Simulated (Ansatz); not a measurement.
Ansatz (an electronic-structure program) job for Zn(SeH)(SiH3) (H4SeSiZn), SMILES [SiH3][Zn][SeH], PBE/def2-SVPD. Geometry: B3LYP-D3(BJ)/def2-SVP. The structure was generated by enumeration; whether it is a known compound was not checked. Other conformers were not sampled.

Ansatz 0.2 input:
```yaml
crystal:
  periodic: [false, false, false]
  atoms:
    - {symbol: Zn, position_ang: [-0.16967503, -0.29677625, 0.33742188]}
    - {symbol: Se, position_ang: [0.58238395, 1.15042200, -1.32098812]}
    - {symbol: H, position_ang: [1.95622651, 1.05500014, -0.78258805]}
    - {symbol: Si, position_ang: [-0.94942916, -1.77898435, 2.02445231]}
    - {symbol: H, position_ang: [-1.85978824, -2.82066380, 1.45626762]}
    - {symbol: H, position_ang: [-1.70507945, -1.05114579, 3.09005715]}
    - {symbol: H, position_ang: [0.18984609, -2.48847019, 2.68487102]}
basis:
  gaussian:
    orbitals: def2-SVPD
hamiltonian:
  xc: {name: PBE}
```

Log of the run:

```
WARN ansatz: RAYON_NUM_THREADS=1 ignored (pool sized by the plan → 1); use --threads N
Functional definition: PBE
integrals: 0.08 GiB planned
1314 factors; their error is unknown
mean field: 0.42 GiB planned
mean field evaluation 1: about -121669.6819 eV, gradient 5.4e1 eV
mean field evaluation 2: about -121658.5999 eV, gradient 9.3e1 eV
mean field evaluation 4: about -121674.4192 eV, gradient 5.7e0 eV
mean field evaluation 8: about -121674.4786 eV, gradient 8.9e-2 eV
mean field -121674.47859868 eV, -4471.4546145777 hartree, gradient 6.0e-5 eV, S^2 0.000000; 0 other end points of the search recorded, 0 dependent functions left out
reference -121674.47865841 eV, -4471.4546167728 hartree; 41, 41 occupied and 90, 90 virtual orbitals, 1314 factors
Total energy: -121674.47865841 eV, -4471.4546167728 hartree
```

The run converged.

Cost: about 4 core-seconds (a rough figure).
